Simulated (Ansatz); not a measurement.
Geometry optimisation, Ansatz, RKS BLYP-D4/def2-SVP.

Input file:

```yaml
crystal:
  periodic: [false, false, false]
  atoms:
    - { symbol: B, position_ang: [-0.009953, 0.275426, 0.077188] }
    - { symbol: Cl, position_ang: [-0.026772, 0.627555, 1.876729] }
    - { symbol: F, position_ang: [1.146132, 0.244991, -0.558198] }
    - { symbol: F, position_ang: [-1.154315, 0.214854, -0.575554] }
    - { symbol: F, position_ang: [0.050945, -2.181689, 0.619955] }
    - { symbol: H, position_ang: [0.114263, -1.910337, 1.51058] }
basis:
  gaussian: { orbitals: def2-SVP }
hamiltonian:
  xc: blyp
  dispersion: d4
relax:
  f_tol: 0.03
  max_steps: 50
```

Launched with:

```bash
$ ansatz run input.yaml --threads 1 --pin off --max-ram 2048MiB --backend cpu --events-out ev --progress --plain --runs-dir out
```

Question: Where does it end, and by what steps?

Answer: It converged. After 5 steps the energy has fallen by 0.030 eV; F5 moved furthest, 0.11 Å.

```tsv
step	energy less start (eV)	largest force component (eV/Å)	accepted
0	0.0000	0.798	yes
1	-0.0228	0.384	yes
2	-0.0048	0.622	no
3	-0.0275	0.187	yes
4	-0.0287	0.064	yes
5	-0.0297	0.016	yes
```

```xyz
6
Properties=species:S:1:pos:R:3
B -0.001 0.210 0.107
Cl -0.009 0.571 1.869
F 1.147 0.227 -0.550
F -1.151 0.157 -0.546
F 0.070 -2.077 0.581
H 0.065 -1.819 1.489
```

Whether the end is a true minimum wasn't checked by a vibrational analysis.

Run time: 13 s on 1 thread of Arm Neoverse V2, on a shared host, peak memory 0.14 GiB.
